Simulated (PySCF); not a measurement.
## TPSS on F (fluorine, neutral)

Configuration: [He] 2s2 2p5, 2P determinant. Calculation: PySCF 2.14, in Sapporo-DZP-2012 (4s3p1d, 18 functions); the spin-free X2C one-electron Hamiltonian (Gaussian nucleus).

- Total energy: -99.8086 hartree
- One-electron energy: -139.3961 hartree
- Hartree (Coulomb) energy: 50.0091 hartree
- Exchange-correlation energy: -10.4217 hartree
- ⟨S²⟩: 0.7512
- ⟨L²⟩: 2.005
- Sum of ⟨r⟩: 7.722 bohr
- Sum of ⟨r²⟩: 9.944 bohr²
- Traceless quadrupole moment −½Σ⟨3z² − r²⟩ along its main axis: 0.625 e·bohr²
- Langevin diamagnetic susceptibility: -7.88 ×10⁻⁶ cm³/mol
- Time after the integrals: 0.18 s of wall time on 1 thread of Neoverse-V2 (shared host)

```csv
shell,electrons,mean orbital energy (eV),spread (eV),"rms radius, mean of both spins (bohr)"
1s α,1,-666.99,0,0.204
1s β,1,-666.16,0,0.204
2s α,1,-30.690,0,1.10
2s β,1,-28.518,0,1.10
2p α,3,-11.107,2.553,1.22
2p β,2,-9.543,0,1.22
```
